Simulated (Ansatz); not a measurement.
Ansatz (an electronic-structure program) input (RI-MP2/aug-cc-pVQZ):
A basis named .json is the Basis Set Exchange file of that set.

Ansatz 0.2 input:
```yaml
crystal:
  periodic: [false, false, false]
  atoms:
    - {symbol: O, position_ang: [-2.35775735, -0.38801892, -0.44689481]}
    - {symbol: B, position_ang: [-1.23494447, 0.00069577, -0.24039824]}
    - {symbol: O, position_ang: [-0.01919353, 0.47349117, -0.01841906]}
    - {symbol: B, position_ang: [1.23008676, 0.11914067, 0.23573654]}
    - {symbol: O, position_ang: [2.37998696, -0.16037002, 0.46822743]}
basis:
  gaussian:
    orbitals: aug-cc-pVQZ
    fitting: {mean_field: def2-universal-jkfit, correlation: aug-cc-pVQZ-RIFIT.json}
magnetization: {spin_polarized: true, initial_magnetization: 2}
correlation: {method: mp2, electrons: outside_noble_gas}
```

Output:

```
Functional definition: HF
integrals: 0.62 GiB planned
381 factors; integrals over basis functions are off by at most 1.2e0 eV
mean field: 1.40 GiB planned
mean field evaluation 1: about -7449.5733 eV, gradient 3.3e1 eV
mean field evaluation 2: about -7452.8749 eV, gradient 2.4e1 eV
mean field evaluation 4: about -7454.9564 eV, gradient 2.7e0 eV
mean field evaluation 8: about -7455.1108 eV, gradient 1.4e-2 eV
mean field evaluation 16: about -7455.1108 eV, gradient 1.9e-3 eV
mean field evaluation 32: about -7456.4209 eV, gradient 5.2e-2 eV
mean field evaluation 64: about -7456.4251 eV, gradient 4.3e-2 eV
mean field evaluation 96: about -7456.4265 eV, gradient 8.8e-2 eV
mean field evaluation 128: about -7456.3643 eV, gradient 2.7e-6 eV
mean field evaluation 160: about -7455.1108 eV, gradient 1.0e-2 eV
mean field -7456.42674764 eV, -274.0186288282 hartree, gradient 3.4e-8 eV, S^2 2.006823; 17 other end points of the search recorded, 0 dependent functions left out
5 core orbitals not correlated
840 factors; their error is unknown
reference -7456.42674764 eV, -274.0186288282 hartree; 13, 11 occupied and 382, 384 virtual orbitals, 840 factors
second order -23.65071171 eV of doubles, -0.00000000 eV of singles
Total energy: -7480.07745935 eV, -274.8877764524 hartree
```

This state (charge 0, triplet) is run at the relaxed geometry of the species with charge 0 and multiplicity 1, and is a spin state other than that species' own.
